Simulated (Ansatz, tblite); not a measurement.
Forces on GaSi₄ at its B3LYP-D4/def2-SVP geometry. Charge 0, multiplicity 2.

The xTB rows come from tblite. At PBE-D4/def2-TZVP the gap within one spin of the charge 0 doublet nearly closes, so an electron or hole may be smeared out by delocalisation error. Another isomer (doublet) lies 2.06 eV lower at PBE0-D4/def2-TZVP; other spin states weren't run for this one.

GFN1-xTB (tblite), largest force 1.19 eV/Å:

```xyz
5
positions Å, forces eV/Å
Ga   -0.003   -0.005    0.003   -0.005   -0.005    0.004
Si    1.630   -1.828    0.007    0.122   -1.137   -0.307
Si   -2.312    0.561    0.580   -0.786   -0.099    0.880
Si    2.295    0.108    0.833    0.775    0.748    0.498
Si   -1.609    1.164   -1.423   -0.105    0.494   -1.076
```

GFN2-xTB (tblite), largest force 1.33 eV/Å:

```
Ga 0.003 0.007 -0.003
Si -0.401 -1.161 -0.492
Si -0.420 -0.366 1.202
Si 0.406 1.156 0.500
Si 0.412 0.364 -1.206
```

PBE-D4/def2-TZVP (Ansatz), largest force 0.08 eV/Å:

```
Ga -0.001 0.000 0.000
Si -0.076 0.022 -0.018
Si 0.070 -0.037 0.025
Si -0.063 0.040 -0.010
Si 0.070 -0.025 0.002
```
